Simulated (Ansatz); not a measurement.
Consider the formal exchange of groups at the Si–Si bond: `O[SiH2][SiH](O)[SiH3]` + H₂O → silanol + `O[SiH](O)[SiH3]`.

Program: Ansatz. Geometries: PBE0-D4/def2-TZVP. ΔE: electronic, gas phase. CCSD(T)/CBS is the MP2 limit (def2-TZVPP, def2-QZVPP) plus CCSD(T) − MP2 in def2-TZVPP, frozen cores. This one scheme is used for every species. Each species was taken in one conformer, which may not be the lowest.

`O[SiH2][SiH](O)[SiH3]`:

Z-matrix (Å, degrees):
```
Si
Si 1 2.353
O 1 1.665 2 99.5
H 1 1.492 2 113.9 3 117.5
H 1 1.491 2 114.8 3 -119.0
Si 2 2.339 1 113.0 3 -137.4
O 2 1.659 1 104.7 3 -17.7
H 2 1.494 1 109.5 3 101.4
H 3 0.958 1 118.6 2 175.6
H 6 1.490 2 108.4 1 -63.4
H 6 1.488 2 111.9 1 177.0
H 6 1.488 2 110.6 1 55.4
H 7 0.962 2 113.9 1 18.8
```

H₂O:

```xyz
3

O    -0.325   -0.150   -0.153
H     0.314    0.419   -0.586
H     0.011   -0.269    0.738
```

`O[SiH3]`:

Cartesian coordinates in Å:
```
O 0.503 -0.978 0.659
Si 0.000 0.363 -0.157
H -0.093 -1.726 0.701
H -0.280 0.063 -1.588
H 1.108 1.340 -0.055
H -1.237 0.937 0.440
```

`O[SiH](O)[SiH3]`:

Z-matrix (Å, degrees):
```
Si
O 1 1.647
Si 1 2.344 2 104.5
O 1 1.648 2 112.8 3 -122.1
H 1 1.486 2 110.8 3 123.0
H 2 0.959 1 117.7 3 -172.2
H 3 1.487 1 111.3 2 55.4
H 3 1.490 1 109.9 2 -65.1
H 3 1.489 1 110.0 2 175.9
H 4 0.959 1 117.5 2 65.5
```

```json
{"level": "MP2/def2-TZVPP", "ΔE (kJ/mol)": "-122.4"}
{"level": "CCSD/def2-TZVPP", "ΔE (kJ/mol)": "-119.9"}
{"level": "HF/def2-QZVPP", "ΔE (kJ/mol)": "-144.4"}
{"level": "HF/CBS(def2)", "ΔE (kJ/mol)": "-144.6"}
```

What does CCSD(T)/CBS give? (Estimate.)

Computed: -112.4 kJ/mol. The listed levels differ from it by -10.0, -7.5, -32.0, -32.2 kJ/mol.

Largest T1 diagnostic among the species: 0.013.

From PBE to PBE0 (25 % exact exchange), in def2-TZVPP and without D4, ΔE moves by −5.8 kJ/mol. The D4 term adds +9.0 kJ/mol with B3LYP and +5.3 kJ/mol with PBE0; it sums over pairs of atoms, weighted by their polarisabilities, and B3LYP, whose exchange is more repulsive, gets the larger term. In def2-TZVPP, CCSD(T) changes the Hartree–Fock value by +26.7 kJ/mol (the triples alone add +3.5 kJ/mol) and MP2 by +20.7 kJ/mol.

B3LYP here is the variant with VWN-RPA as its local correlation; programs differ in this.
